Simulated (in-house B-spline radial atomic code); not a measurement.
Atomic self-consistent-field run: Sc VI (Sc5+). Method: non-relativistic M06-L, spin-polarised, spherical fractional occupations, point nucleus. Calculated with a radial B-spline atomic code at the basis-set limit.

Command:
```bash
python run_scf.py task.json out
```
Settings:
```
Z                21
configuration    [Ne] 3s2 3p4
hamiltonian      nr
method           m06l
spin_polarised   True
```

Output (hartree, bohr):
```
 radial grid: 44 intervals, B-splines of order 8, outer radius 12.1053 bohr

 iter        energy (Eh)    residual
    1        -752.879547    5.52e-02
    2        -752.891660    7.13e-03
    3        -752.891731    4.13e-03
    4        -752.891751    2.40e-03
    5        -752.891759    4.03e-04
    6        -752.891759    4.36e-05
    7        -752.891759    4.25e-06
    8        -752.891759    6.35e-07
    9        -752.891759    7.65e-08

 total energy                      -752.89176
 kinetic                             752.2644
 electron-nucleus                  -1736.2072
 Hartree                             267.7377
 exchange-correlation                -36.6867

 orbital      occ     eigenvalue          <r>       <r^2>       <1/r>       r_max
 1s up      1.000      -164.3737    0.0735858  0.00727176     20.5321     0.04847
 1s down    1.000      -164.3391    0.0735715  0.00726862     20.5349     0.04847
 2s up      1.000       -20.5479     0.343347    0.139402     4.28889      0.2846
 2s down    1.000       -20.5295     0.343308    0.139227     4.28435      0.2851
 2p up      3.000       -17.4341     0.307043    0.116231     4.19498      0.2336
 2p down    3.000       -17.3934     0.307207    0.116223     4.19032      0.2338
 3s up      1.000        -4.7416      1.00926     1.15855     1.38075      0.9037
 3s down    1.000        -4.5560      1.01973     1.18501     1.36656       0.908
 3p up      3.000        -3.8802       1.0506     1.27141     1.28744      0.9251
 3p down    1.000        -3.7063      1.06637     1.31371     1.27081      0.9305
```

Cost of the run: 0.12 s on 1 thread of Arm Neoverse V2, on a shared host.
